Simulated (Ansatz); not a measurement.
Geometry optimisation, Ansatz 0.2.0, RHF/def2-SVP.

input.yaml

```yaml
crystal:
  periodic: [false, false, false]
  atoms:
    - { symbol: W, position_ang: [0.0, 0.0, 0.0] }
    - { symbol: H, position_ang: [0.8322, 0.0, 1.7303] }
    - { symbol: F, position_ang: [1.8273, 0.0, 0.9293] }
    - { symbol: F, position_ang: [0.0, 1.85, 0.0] }
    - { symbol: F, position_ang: [-1.85, 0.0, 0.0] }
    - { symbol: H, position_ang: [0.0, -1.72, 0.0] }
    - { symbol: H, position_ang: [0.0, 0.0, -1.72] }
basis:
  gaussian: { orbitals: def2-SVP }
hamiltonian:
  xc: hf
relax:
  f_tol: 0.15
  max_steps: 25
  restrain:
    - { distance: [1, 2], at: 0.92, k: 30.0 }
    - { distance: [0, 1], at: 2.92, k: 30.0 }
    - { distance: [0, 2], at: 3.05, k: 30.0 }
```

Run as:

```bash
$ ansatz run input.yaml --threads 2 --pin off --max-ram 3072MiB --backend cpu --events-out ev --progress --plain --runs-dir out
```

**Question.** Where does it end, and by what steps?

**Answer.** It converged. The restraints hold the end off the free minimum. After 20 steps the energy has fallen by 5.280 eV (the restraints' own energy left out); H6 moved furthest, 1.48 Å. Parted: W1–H2 (1.92 → 2.92 Å), W1–F3 (2.05 → 3.05 Å). Joined: H2–F3 (1.28 → 0.91 Å).

| step | energy less start (eV) | largest force component (eV/Å) | accepted |
| --- | --- | --- | --- |
| 0 | 0.0000 | 4.886 | yes |
| 1 | -0.8085 | 5.652 | yes |
| 2 | -1.7689 | 8.391 | yes |
| 3 | -3.5450 | 4.722 | yes |
| 4 | -4.5491 | 1.043 | yes |
| 5 | -4.9120 | 1.082 | yes |
| 6 | -5.0143 | 1.040 | yes |
| 7 | -5.0821 | 0.976 | yes |
| 8 | -5.0580 | 2.122 | no |
| 9 | -5.1053 | 0.954 | yes |
| 10 | -5.1282 | 1.000 | yes |
| 11 | -5.1420 | 0.887 | yes |
| 12 | -5.1845 | 0.636 | yes |
| 13 | -5.1602 | 2.282 | no |
| 14 | -5.2033 | 0.658 | yes |
| 15 | -5.2203 | 0.560 | yes |
| 16 | -5.2325 | 1.092 | yes |
| 17 | -5.2631 | 0.340 | yes |
| 18 | -5.2686 | 0.353 | yes |
| 19 | -5.2664 | 1.165 | yes |
| 20 | -5.2800 | 0.302 | yes |

```xyz
7
Properties=species:S:1:pos:R:3
W -0.728 0.340 -0.216
H 1.728 -0.719 0.963
F 2.070 0.123 0.989
F -0.009 1.974 0.220
F -2.263 -0.434 -0.859
H -0.390 -0.731 1.032
H 0.401 -0.424 -1.189
```

The run took 21 s on 2 threads of Arm Neoverse V2, on a shared host, peak memory 0.17 GiB.
